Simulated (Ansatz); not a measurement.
titanium atom (Ti), triplet; BHLYP/aug-cc-pVDZ (Ansatz, an electronic-structure program).

The Ansatz input:
Ansatz 0.2 input:
```yaml
crystal:
  periodic: [false, false, false]
  atoms:
    - {symbol: Ti, position_ang: [0.00000000, 0.00000000, 0.00000000]}
basis:
  gaussian:
    orbitals: aug-cc-pVDZ
hamiltonian:
  xc: {name: BHLYP}
magnetization: {spin_polarized: true, initial_magnetization: 2}
accuracy: high
```

### Question
Predict the main parts of the log of this Ansatz run.

### Answer

```
Functional definition: BHLYP
627 factors; integrals over basis functions are off by at most 3.3e-9 eV
mean field evaluation 1: about -23111.1982 eV, gradient 7.0e0 eV
mean field evaluation 2: about -23111.5426 eV, gradient 1.8e0 eV
mean field evaluation 4: about -23111.6947 eV, gradient 1.2e0 eV
mean field evaluation 8: about -23112.2150 eV, gradient 1.2e0 eV
mean field evaluation 16: about -23112.2363 eV, gradient 5.6e-8 eV
mean field evaluation 32: about -23112.1548 eV, gradient 1.5e0 eV
mean field -23112.23630336 eV, -849.3590181119 hartree, gradient 5.6e-8 eV, S^2 2.002471; 6 other end points of the search recorded, 0 dependent functions left out
reference -23112.23631934 eV, -849.3590186992 hartree; 12, 10 occupied and 47, 49 virtual orbitals, 627 factors
Total energy: -23112.23631934 eV, -849.3590186992 hartree
```
